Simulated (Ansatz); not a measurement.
`CO[SiH](Cl)I` + CH₃NH₂ → `NC[SiH](Cl)I` + CH₃OH at 400 K and 1 bar (formal exchange of groups at the Si–O bond).

Program: Ansatz. Geometries: PBE0-D4/def2-TZVP. ΔE: electronic, gas phase. CCSD(T)/CBS adds triple-zeta CCSD(T) − MP2 to the extrapolated MP2 energy (def2 sets, frozen cores). This one scheme is used for every species. def2 core potentials past Kr. For I outer-core shells are correlated without core-valence functions, which leaves a few kJ/mol of doubt a bond. One conformer a species, not always the lowest.

```
       species  CCSD(T)/CBS energy (Eh)  H − E (kJ/mol)  S (J/(mol·K))
`CO[SiH](Cl)I`              -1162.05764           176.0          416.7
        CH₃NH₂                -95.75281           185.4          256.0
`NC[SiH](Cl)I`              -1142.15257           208.9          417.4
         CH₃OH               -115.61712           151.2          252.6
```

H − E and S are ideal-gas, rigid-rotor, harmonic terms from PBE0-D4/def2-TZVP, for one conformer and one mirror image of each species. 1 Eh = 2625.50 kJ/mol, R = 8.31446 J/(mol·K).

**Question.** By hand: ΔE, ΔH, ΔS and ΔG.

**Answer.** ΔE = (-1142.15257) + (-115.61712) − (-1162.05764) − (-95.75281) = 0.04076 Eh = 107.0 kJ/mol. Δ(H − E) = 208.9 + 151.2 − 176.0 − 185.4 = -1.3, so ΔH = 105.7 kJ/mol. ΔS = 417.4 + 252.6 − 416.7 − 256.0 = -2.7 J/(mol·K). ΔG = 105.7 − 400 × (-2.7)/1000 = 106.8 kJ/mol.

**Question.** By hand: the equilibrium constant, and the temperature at which ΔG would vanish if ΔH and ΔS stayed fixed.

**Answer.** log₁₀ K = −ΔG/(RT ln 10) = -13.9. ΔH and −TΔS have one sign here, so there is no such temperature.

The number of gas molecules stays the same, so ΔS is small and ΔH decides. A doubt of 5 kJ/mol in ΔE shifts log₁₀ K by 0.7 here. Other conformers and mirror images would add mixing entropy, several J/(mol·K) or more a flexible species. These are equilibria of isolated gas molecules and say nothing of rates. Largest T1 diagnostic: 0.010 (customary marks: 0.02 for closed shells, 0.045 for open ones).

ΔS is within the doubt of such terms, so its sign, and with it that verdict, could turn.
